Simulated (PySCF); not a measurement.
Electric properties by functional and basis

GeF4.
Z-matrix (Å and degrees, PBE0-D3(BJ)/def2-SVP geometry), rows numbered from 1:
```
F 
Ge  1  1.6983
F   2  1.6980  1  109.26
F   2  1.6983  1  109.65  3   120.14
F   2  1.6981  1  109.60  3  -119.99
```

PySCF, dipoles from the SCF density, polarisabilities from static response with core orbitals frozen. Isolated species at its PBE0-D3(BJ)/def2-SVP geometry, gas phase. Relativistic effects, spin–orbit coupling among them, are left out although an element past zinc is present.

Question: How do dipole and polarisability depend on functional and basis here?

Answer: 

| level | α (Å³) | error (%) | anisotropy (Å³) |
| --- | --- | --- | --- |
| LDA/def2-SVPD | 4.33 | +6.9 | 0.01 |
| PBE/def2-SVPD | 4.33 | +7.0 | 0.01 |
| B3LYP/def2-SVPD | 4.05 | +0.1 | 0.01 |
| PBE0/def2-SVPD | 3.98 | -1.8 | 0.01 |
| BHandHLYP/def2-SVPD | 3.71 | -8.4 | 0.01 |
| CAM-B3LYP/def2-SVPD | 3.99 | -1.5 | 0.01 |
| wB97X-D/def2-SVPD | 3.96 | -2.2 | 0.01 |
| LC-wPBE/def2-SVPD | 3.97 | -2.0 | 0.01 |
| HF/def2-SVPD | 3.30 | -18.5 | 0.01 |
| PBE0/6-31G* | 3.08 | -24.0 | 0.01 |
| PBE0/def2-SVP | 2.89 | -28.6 | 0.01 |
| PBE0/def2-TZVP | 3.52 | -13.0 | 0.01 |

Reference polarisability: 4.050 Å³ (measured, gas; NIST CCCBDB Release 22 (SRD 101), experimental polarizabilities). The anisotropy is √(½[(α1 − α2)² + (α2 − α3)² + (α3 − α1)²]). For the polarisability, the smallest error is 0.1% (B3LYP/def2-SVPD) and the largest 28.6% (PBE0/def2-SVP). The dipole stays under 0.05 D at every level. In one basis (def2-SVPD) the functionals order the polarisability from HF (lowest) to PBE (highest), a spread of 31%. With PBE0 the polarisability is 3.16 Å³ without diffuse functions (mean of 6-31G*, def2-SVP and def2-TZVP) and 3.98 Å³ with them (def2-SVPD). Measured values can belong to vibrating molecules; the computed ones are for one fixed geometry.
